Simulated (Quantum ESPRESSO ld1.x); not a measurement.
All-electron atom: Ir3+ in [Xe] 4f14 5d6.

Calculated with ld1.x of Quantum ESPRESSO 7.5: Dirac Kohn-Sham, PW91, spin-unpolarised, spherical densities, point nucleus; open shells fill j = l - 1/2 first.

Energy parts (hartree):
part                     energy
total                 -17857.72
kinetic                20357.82
electron-nucleus      -44740.62
Hartree                 6874.83
exchange-correlation    -349.75

Orbitals (lengths in bohr, moments of r in powers of bohr; r(90%) holds 90 % of the orbital's charge):
[
 {"orbital": "1s1/2", "occ.": "2", "eigenvalue (hartree)": "-2795.11", "r(90%)": "0.0318", "<r^4>": "4.806e-07", "<r>": "0.01743"},
 {"orbital": "2s1/2", "occ.": "2", "eigenvalue (hartree)": "-489.539", "r(90%)": "0.114", "<r^4>": "0.00007078", "<r>": "0.07294"},
 {"orbital": "2p1/2", "occ.": "2", "eigenvalue (hartree)": "-468.953", "r(90%)": "0.100", "<r^4>": "0.00004231", "<r>": "0.06017"},
 {"orbital": "2p3/2", "occ.": "4", "eigenvalue (hartree)": "-409.116", "r(90%)": "0.111", "<r^4>": "0.00006392", "<r>": "0.06848"},
 {"orbital": "3s1/2", "occ.": "2", "eigenvalue (hartree)": "-115.372", "r(90%)": "0.279", "<r^4>": "0.002590", "<r>": "0.1899"},
 {"orbital": "3p1/2", "occ.": "2", "eigenvalue (hartree)": "-106.159", "r(90%)": "0.271", "<r^4>": "0.002270", "<r>": "0.1801"},
 {"orbital": "3p3/2", "occ.": "4", "eigenvalue (hartree)": "-93.0573", "r(90%)": "0.292", "<r^4>": "0.003079", "<r>": "0.1954"},
 {"orbital": "3d3/2", "occ.": "4", "eigenvalue (hartree)": "-77.6912", "r(90%)": "0.265", "<r^4>": "0.002061", "<r>": "0.1705"},
 {"orbital": "3d5/2", "occ.": "6", "eigenvalue (hartree)": "-74.8605", "r(90%)": "0.271", "<r^4>": "0.002260", "<r>": "0.1751"},
 {"orbital": "4s1/2", "occ.": "2", "eigenvalue (hartree)": "-25.5172", "r(90%)": "0.608", "<r^4>": "0.05932", "<r>": "0.4231"},
 {"orbital": "4p1/2", "occ.": "2", "eigenvalue (hartree)": "-21.6316", "r(90%)": "0.620", "<r^4>": "0.06394", "<r>": "0.4266"},
 {"orbital": "4p3/2", "occ.": "4", "eigenvalue (hartree)": "-18.5318", "r(90%)": "0.669", "<r^4>": "0.08635", "<r>": "0.4604"},
 {"orbital": "4d3/2", "occ.": "4", "eigenvalue (hartree)": "-12.1676", "r(90%)": "0.706", "<r^4>": "0.1063", "<r>": "0.4719"},
 {"orbital": "4d5/2", "occ.": "6", "eigenvalue (hartree)": "-11.5923", "r(90%)": "0.722", "<r^4>": "0.1166", "<r>": "0.4831"},
 {"orbital": "4f5/2", "occ.": "6", "eigenvalue (hartree)": "-3.49829", "r(90%)": "0.862", "<r^4>": "0.2547", "<r>": "0.5310"},
 {"orbital": "4f7/2", "occ.": "8", "eigenvalue (hartree)": "-3.38355", "r(90%)": "0.875", "<r^4>": "0.2709", "<r>": "0.5387"},
 {"orbital": "5s1/2", "occ.": "2", "eigenvalue (hartree)": "-4.74244", "r(90%)": "1.40", "<r^4>": "1.666", "<r>": "0.9766"},
 {"orbital": "5p1/2", "occ.": "2", "eigenvalue (hartree)": "-3.51894", "r(90%)": "1.54", "<r^4>": "2.416", "<r>": "1.060"},
 {"orbital": "5p3/2", "occ.": "4", "eigenvalue (hartree)": "-3.01368", "r(90%)": "1.68", "<r^4>": "3.418", "<r>": "1.155"},
 {"orbital": "5d3/2", "occ.": "4", "eigenvalue (hartree)": "-1.38152", "r(90%)": "2.31", "<r^4>": "12.16", "<r>": "1.524"},
 {"orbital": "5d5/2", "occ.": "2", "eigenvalue (hartree)": "-1.32845", "r(90%)": "2.38", "<r^4>": "13.67", "<r>": "1.569"}
]

The highest occupied level is 5d5/2 at -36.149 eV. The density falls to 0.001 e/bohr^3 at r = 3.37 bohr. For comparison, the ionisation energy in NIST's Atomic Spectra Database is 40 eV (theoretical). In exact Kohn-Sham theory the highest level is minus the ionisation energy, but local and semilocal functionals leave it too shallow, through self-interaction and a potential that decays too fast; potentials with the right tail come closer.

Beside tabulated values, note that spin-unpolarised runs miss the spin-polarisation part of the exchange energy of open shells.
